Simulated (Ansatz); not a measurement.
Reaction (formal exchange of groups at the Se–In bond): `[F][InH][SeH]` + `CCS` → `CC[SeH]` + `[F][InH][SH]`

Computed with Ansatz on PBE0-D4/def2-TZVP structures; ΔE is electronic, products minus reactants. CCSD(T)/CBS is the MP2 limit (def2-TZVPP, def2-QZVPP) plus CCSD(T) − MP2 in def2-TZVPP, frozen cores. Functionals use def2-TZVPP. B3LYP here is the variant with VWN-RPA as its local correlation; programs differ in this. HSE06 is defined as in plane-wave codes. Elements past krypton have def2 core potentials. For In, Se outer-core shells are correlated without core-valence functions, which leaves a few kJ/mol of doubt a bond. Scalar relativity is left out up to krypton. One conformer a species, not always the lowest.

Task: Is it downhill or uphill in electronic energy at CCSD(T)/CBS, and by how much? (Best estimate.)

Result: Ansatz gave: Uphill: ΔE = +14.8 kJ/mol.

Task: What do these levels give: HSE06-D4, ωB97X-V, r2SCAN, B3LYP, r2SCANh, r2SCAN0, LC-ωPBE, RPA@PBE/def2-TZVPP, HF/def2-SVP, MP2/def2-SVP, CCSD/def2-SVP, HF/def2-QZVPP? (An estimate is asked.)

Result: The calculation gave: HSE06-D4 16.1, ωB97X-V 14.9, r2SCAN 14.9, B3LYP 15.7, r2SCANh 15.7, r2SCAN0 16.7, LC-ωPBE 15.5, RPA@PBE/def2-TZVPP 9.0, HF/def2-SVP 17.9, MP2/def2-SVP 18.1, CCSD/def2-SVP 19.0, HF/def2-QZVPP 19.3 kJ/mol.

Largest T1 diagnostic among the species: 0.016.

In def2-TZVPP, CCSD(T) changes the Hartree–Fock value by −8.3 kJ/mol (the triples alone add −0.9 kJ/mol) and MP2 by −8.8 kJ/mol. From BLYP to BHLYP (50 % exact exchange), in def2-TZVPP and without D4, ΔE moves by +3.3 kJ/mol.
